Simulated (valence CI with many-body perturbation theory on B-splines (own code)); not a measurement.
# Missing levels of Yb56+

Method: relativistic CI+MBPT: four valence electrons over a frozen Dirac-Fock core [Ne], radial functions for each j: 11 s, 11 p, 9 d, 7 f, 5 g, 2 h, 1 i, with the one-electron correlation potential Σ1 (screened to all orders), the two-electron term Σ2, the three-electron term Σ3, Breit, model QED; selected single and double excitations, second order for the rest (own B-spline code, finite nucleus).

The last digits are not significant, and no measured levels were compared; by estimate large intervals hold to a few tenths of a per cent, small ones and those within an open d or f shell to about a per cent.

```
                     Level  E (× 10³ cm⁻¹)
        (3s^2 3p1/2^2) J=0            0.00
    (3s^2 3p1/2 3p3/2) J=1               ?
    (3s^2 3p1/2 3p3/2) J=2          2208.3
    (3s 3p1/2^2 3p3/2) J=2          3380.1
    (3s 3p1/2^2 3p3/2) J=1               ?
    (3s^2 3p1/2 3d3/2) J=2          3793.1
    (3s^2 3p1/2 3d3/2) J=1               ?
        (3s^2 3p3/2^2) J=2          4398.6
    (3s^2 3p1/2 3d5/2) J=2               ?
    (3s^2 3p1/2 3d5/2) J=3          4447.9
        (3s^2 3p3/2^2) J=0               ?
    (3s 3p1/2^2 3d3/2) J=1          5066.1
    (3s 3p1/2^2 3d3/2) J=2               ?
(3s 3p1/2 3p3/2^2) J=2 [a]          5463.1
    (3s 3p1/2 3p3/2^2) J=3          5597.3
    (3s 3p1/2^2 3d5/2) J=3          5677.1
    (3s 3p1/2 3p3/2^2) J=0          5686.9
    (3s 3p1/2^2 3d5/2) J=2          5782.0
(3s 3p1/2 3p3/2^2) J=1 [a]          5795.1
(3s 3p1/2 3p3/2^2) J=2 [b]          5799.4
```

Levels are named by their leading jj configuration (3d3/2^4 stands for four electrons in 3d with j = 3/2), which in mixed levels can hold well under half, so a name can repeat and another be missing. Letters in brackets count levels of one name in rising energy.

The levels stand in rising order. What does the calculation give for the missing energies?

(3s^2 3p1/2 3p3/2) J=1 2137.5; (3s 3p1/2^2 3p3/2) J=1 3592.3; (3s^2 3p1/2 3d3/2) J=1 4115.2; (3s^2 3p1/2 3d5/2) J=2 4440.7; (3s^2 3p3/2^2) J=0 4552.4; (3s 3p1/2^2 3d3/2) J=2 5120.1.
